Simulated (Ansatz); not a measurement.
Z-matrix (Å, degrees):
```
C
O 1 1.1892
O 1 1.3776 2 122.61
B 3 1.3674 1 122.34 2 -24.33
H 4 1.1857 3 120.28 1 -7.46
H 4 1.1869 5 124.15 3 178.04
C 1 1.4967 2 126.43 3 178.03
H 7 1.0850 1 109.79 2 0.94
H 7 1.0899 8 110.62 1 -120.87
H 7 1.0899 8 110.53 9 -118.75
```
Charge 0, multiplicity 1.

Level of theory: Ansatz (a program for electronic structure) with frozen-core CCSD(T)/cc-pVTZ // M06-2X/def2-TZVP.

```json
{
  "HF energy": "-253.20051 Ha",
  "MP2 correlation energy": "-0.89029 Ha"
}
```

Problem. Estimate the CCSD correlation energy, the (T) correction, the total energy and the T1 diagnostic.

Solution. 
| Item | Result |
|---|---|
| CCSD correlation energy | -0.91678 Ha |
| (T) correction | -0.03764 Ha |
| CCSD(T) total energy | -254.15492 Ha |
| T1 diagnostic | 0.015 |
